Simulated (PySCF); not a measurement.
The group X on ethynyl-X is varied. Gas-phase values, no solvent. One relaxed conformer stands for each flexible species; it need not be the lowest. Strings in code marks are SMILES. All members: neutral, multiplicity 1. Level: ωB97X-D3(BJ)/def2-TZVP // B3LYP-D3(BJ)/def2-TZVP (PySCF). Delta-SCF ions had no search for a lower state.  The removal energy is E(N − 1 electrons) − E(N electrons) at the parent's geometry; ε(HOMO) is measured against the vacuum level.

```
species                           −ε(HOMO) (eV)  vertical ionisation energy (Delta-SCF) (eV)
--------------------------------  -------------  -------------------------------------------
`C#CS`                                     9.32                                         9.46
`C#CCO` (C–C–O–H torsion 50°)             10.40                                        10.55
`C#CC(N)=O` (O–C–N–H torsion 0°)          10.42                                        10.29
`C#CC(C)=O`                               10.45                                     withheld
`C#CCF`                                   10.70                                        10.89
`C#CC(F)F`                                11.42                                        11.63
```

### Question
Fit vertical ionisation energy (Delta-SCF) = a + b·x to the 5 complete rows by least squares, with x = −ε(HOMO) in eV. Give a, b and the rms residual, and predict the withheld value.

### Answer
Means of the 5 rows: x̄ = 10.452, ȳ = 10.564 eV. Σ(x − x̄)² = 2.2837 and Σ(x − x̄)(y − ȳ) = 2.372, so b = 1.039 and a = ȳ − b·x̄ = -0.296 eV. The rms residual is 0.121 eV. At x = 10.45 the line gives 10.56 eV. The run for `C#CC(C)=O` gave 10.21 eV, so the line is off by 0.35 eV, more than twice the rms residual.

Codes: PySCF.
